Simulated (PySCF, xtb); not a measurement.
Potential energy curve for CH3F, SMILES CF. The C1–H5 bond (C1 also carries F, H, H; H5 carries nothing else) is pulled apart rigidly from the PBE0/def2-TZVP optimised geometry.

Levels: RKS-B3LYP/6-31G* = PySCF 2.14.0 with restricted B3LYP/6-31G*, spherical d; RCCSD(T) = PySCF with CCSD(T) on RHF/cc-pVDZ, 2 core orbitals frozen; GFN1-xTB (xtb); NEVPT2 = SC-NEVPT2 on CASSCF(2,2)/cc-pVDZ, all electrons correlated (PySCF).

Energies are in eV, each relative to the lowest point of its own curve near equilibrium.

```tsv
R / Å	RKS-B3LYP/6-31G*	RCCSD(T)	GFN1-xTB	NEVPT2
0.87	1.362	1.507	1.329	1.516
0.93	0.643	0.732	0.608	0.740
0.97	0.340	0.400	0.313	0.406
1.04	…	0.078	0.048	0.081
1.05	…	0.054	…	0.056
1.09	0.000	0.000	0.000	0.000
1.13	0.016	0.004	…	…
1.17	0.076	0.055	0.084	0.050
1.19	0.119	0.095	0.128	0.088
1.27	0.356	0.323	0.368	0.310
1.35	0.664	0.627	0.682	0.608
1.48	1.234	1.195	1.274	1.164
1.66	2.047	1.994	2.130	1.948
1.80	2.646	2.559	2.768	2.503
1.95	3.236	3.079	3.398	3.017
2.18	4.025	3.691	4.225	3.627
2.39	4.627	4.059	4.826	4.010
2.67	5.275	4.312	5.416	4.318
2.98	5.820	4.372	5.846	4.485
3.25	6.182	4.323	6.082	4.552
3.84	…	4.143	—	4.601
```

### Question
Some entries are withheld; supply them.

### Answer

- 1.04, RKS-B3LYP/6-31G*: 0.058
- 1.05, RKS-B3LYP/6-31G*: 0.038
- 1.05, GFN1-xTB: 0.031
- 1.13, GFN1-xTB: 0.022
- 1.13, NEVPT2: 0.002
- 3.84, RKS-B3LYP/6-31G*: 6.704

Dashes: no converged value, or the column stops at the first point that the program doubted or that broke a chosen test of continuity, which isn't proof of a fault.

The restricted form behind RKS-B3LYP/6-31G* keeps the bonding electrons paired and can't separate into open-shell fragments. The T1 diagnostic of CCSD on the restricted reference of RCCSD(T) exceeds 0.045 at 2.98 to 3.84 Å.
